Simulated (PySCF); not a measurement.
Al (aluminium, neutral): LDA calculation

Configuration: [Ne] 3s2 3d1, 2D determinant (an excited configuration). All numbers are calculated (PySCF 2.14, scalar relativity by spin-free X2C-1e, in dyall-av3z (19s12p3d2f, 84 functions)).

```
Total energy                                                  : -241.6049 hartree
One-electron energy                                           : -335.4838 hartree
Hartree (Coulomb) energy                                      : 111.2862 hartree
Exchange-correlation energy                                   : -17.4074 hartree
⟨S²⟩                                                          : 0.7502
⟨L²⟩                                                          : 6.001
Sum of ⟨r⟩                                                    : 16.14 bohr
Sum of ⟨r²⟩                                                   : 60.19 bohr²
Traceless quadrupole moment −½Σ⟨3z² − r²⟩ along its main axis : 12.2 e·bohr²
Langevin diamagnetic susceptibility                           : -47.7 ×10⁻⁶ cm³/mol
```

```
shell  electrons  mean orbital energy (hartree)  spread (hartree)  rms radius, mean of both spins (bohr)
 1s β          1                      -55.40063                 0                                  0.140
 1s α          1                      -55.40054                 0                                  0.140
 2s β          1                       -4.08273                 0                                  0.689
 2s α          1                       -4.08269                 0                                  0.689
 2p β          3                       -2.69504           0.00076                                  0.681
 2p α          3                       -2.69502           0.00065                                  0.681
 3s α          1                       -0.37959                 0                                   2.60
 3s β          1                       -0.37446                 0                                   2.60
 3d α          1                       -0.01615                 0                                   6.55
```

The outer electron is Rydberg-like, and this basis confines it to a smaller radius and binds it less than a complete one would.

Densities and radii are taken from the X2C orbitals without a picture-change correction, which distorts them close to the nucleus.
